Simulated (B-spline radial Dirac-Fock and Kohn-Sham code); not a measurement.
Scattering functions of Cr⁵⁺

System: Cr⁵⁺ in the configuration [Ar] 3d1, inside a Watson sphere of charge -5 and radius 2.7 Å (a model of the Madelung potential; inside it an electron's potential energy is raised by 26.7 eV).

The run's input, task.json:

```json
{"items": [{
  "Z": 24,
  "q": 5,
  "cfg": [[1, 0, 2], [2, 0, 2], [2, 1, 6], [3, 0, 2], [3, 1, 6], [3, 2, 1]],
  "A": 52,
  "rrms": 3.6452,
  "watson": [-5, 2.7],
  "do": ["scatter"],
  "s": [0.0, 0.1, 0.12, 0.14, 0.17, 0.2, 0.24, 0.29, 0.35, 0.42, 0.5, 0.61, 0.73, 0.87, 1.05, 1.26, 1.51, 1.81, 2.18, 2.61, 3.14, 3.77, 4.52],
  "pz": [0, 0.1, 0.2, 0.3, 0.4, 0.5, 0.6, 0.8, 1.0, 1.2, 1.4, 1.6, 1.8, 2.0, 2.5, 3.0, 4.0, 5.0, 7.0, 10.0, 15.0, 20.0, 30.0, 40.0, 60.0, 100.0],
  "hv_scatter": [2000, 5000, 10000, 20000, 50000, 100000, 200000, 500000]
}]}
```

Launch: `python xray_run.py task.json out`

Method: Dirac-Fock orbitals of the configuration average with a finite nucleus. Computed with an atomic code on a B-spline grid. f₀ is the Fourier transform of the spherical electron density, S the Waller-Hartree incoherent function, and s = sin θ/λ. The electron scattering factor follows from the Mott-Bethe formula f_e = 0.023934 Å⁻¹·(Z − f₀)/s².

```
s (Å⁻¹)      f₀       S  f_e (Å)
      0  19.000   0.000        –
    0.1  18.350   0.704   13.522
   0.12  18.077   0.992    9.844
   0.14  17.764   1.316    7.614
   0.17  17.229   1.857    5.607
    0.2  16.629   2.444    4.410
   0.24  15.758   3.264    3.425
   0.29  14.606   4.296    2.673
   0.35  13.224   5.479    2.105
   0.42  11.721   6.731    1.666
    0.5  10.253   7.972    1.316
   0.61   8.725   9.371    0.982
   0.73   7.610  10.558    0.736
   0.87   6.765  11.618    0.545
   1.05   5.987  12.685    0.391
   1.26   5.174  13.716    0.284
   1.51   4.236  14.734    0.207
   1.81   3.254  15.673    0.152
   2.18   2.380  16.472    0.109
   2.61   1.780  17.065    0.078
   3.14   1.408  17.538    0.055
   3.77   1.186  17.928    0.038
   4.52   1.012  18.267    0.027
```

f₀ starts at the number of electrons, 19, and has fallen to half at s ≈ 0.55 Å⁻¹. The sum of ⟨r²⟩ over the electrons is 9.096 bohr². For an ion f_e diverges as s goes to zero, because of the net charge.
